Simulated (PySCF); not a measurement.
CH3Cl2NSi2, SMILES Cl[Si]1(Cl)N=C[SiH2]1.

Geometry: B3LYP-D3(BJ)/def2-SVP. The structure was generated by enumeration, and PubChem lists no compound with its InChIKey, so it may never have been made.

Two levels are set side by side: PBE/def2-TZVP (PySCF) and M06-2X/def2-TZVP (PySCF). Same geometry, gas phase. Differences are taken from unrounded values.

```csv
quantity,PBE
orbital gap (eV),3.21
highest occupied level (eV),-5.99
lowest empty level (eV),-2.78
dipole moment (D),2.65
mean polarisability (bohr³),95.5
```

### Question
These are the PBE values. What does M06-2X give? (The exact figures need the calculation; the answer reports its results.)

### Answer

```json
[
 {"quantity": "orbital gap (eV)", "M06-2X": "7.89", "PBE minus M06-2X": "-4.69"},
 {"quantity": "highest occupied level (eV)", "M06-2X": "-8.56", "PBE minus M06-2X": "2.57"},
 {"quantity": "lowest empty level (eV)", "M06-2X": "-0.66", "PBE minus M06-2X": "-2.12"},
 {"quantity": "dipole moment (D)", "M06-2X": "3.16", "PBE minus M06-2X": "-0.51"},
 {"quantity": "mean polarisability (bohr³)", "M06-2X": "91.0", "PBE minus M06-2X": "4.5"}
]
```

Without exact exchange PBE keeps part of each electron's self-repulsion, which lifts occupied levels and narrows the gap. Loosely held outer electrons make PBE densities more polarisable. Differences between two approximate levels are no errors against the true value.

Rough cost on one machine, each run with all the roots and properties that it gave: M06-2X against PBE about 3 times.
